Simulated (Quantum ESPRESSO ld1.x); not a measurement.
The numbers below are computed, except where a source is named.
Species: W16+. Configuration: [Kr] 4d10 4f11 5s1.

Level of theory: scalar-relativistic Kohn-Sham, LDA (Slater exchange, VWN5 correlation), spin-polarised, spherical densities, point nucleus; open shells are filled with parallel spins first (ld1.x of Quantum ESPRESSO 7.5).

Energy parts (eV):
| part | energy |
|---|---|
| total | -436514.3 |
| kinetic | 481179.8 |
| electron-nucleus | -1058457.2 |
| Hartree | 148924.5 |
| exchange-correlation | -8161.5 |

Orbitals (lengths in bohr, moments of r in powers of bohr; <r^-3> diverges for s and p1/2):
orbital,occ.,eigenvalue (eV),<r^2>,<r^-3>
1s up,1,-69807.8,0.0004634,-
1s down,1,-69807.5,0.0004634,-
2s up,1,-12351.1,0.007125,-
2s down,1,-12350.9,0.007125,-
2p up,3,-10851.3,0.005894,19740
2p down,3,-10851.1,0.005893,19740
3s up,1,-3123.24,0.04626,-
3s down,1,-3120.89,0.04623,-
3p up,3,-2679.08,0.04700,4404
3p down,3,-2676.73,0.04696,4409
3d up,5,-2167.48,0.03896,566.1
3d down,5,-2165.62,0.03890,566.8
4s up,1,-922.588,0.2238,-
4s down,1,-918.558,0.2239,-
4p up,3,-774.991,0.2522,1059
4p down,3,-771.033,0.2522,1058
4d up,5,-587.934,0.2841,119.4
4d down,5,-583.977,0.2841,119.2
5s up,1,-381.985,0.9383,-
4f up,7,-378.158,0.3283,23.11
5s down,0,-377.953,0.9417,-
4f down,4,-373.984,0.3286,23.11

The highest occupied level is 4f down at -373.98 eV. The configuration is held as typed, so some empty levels lie below it. The density falls to 0.001 e/bohr^3 at r = 1.80 bohr. Spin moment in Bohr magnetons: 4. For comparison, the ionisation energy in NIST's Atomic Spectra Database is 388 eV (semi-empirical). In exact Kohn-Sham theory the highest level is minus the ionisation energy, but local and semilocal functionals leave it too shallow, through self-interaction and a potential that decays too fast; potentials with the right tail come closer. Summed over all electrons, <r^2> = 10.17 bohr^2, which gives a Langevin (diamagnetic) susceptibility term of -8.05 x 10^-6 cm^3/mol.
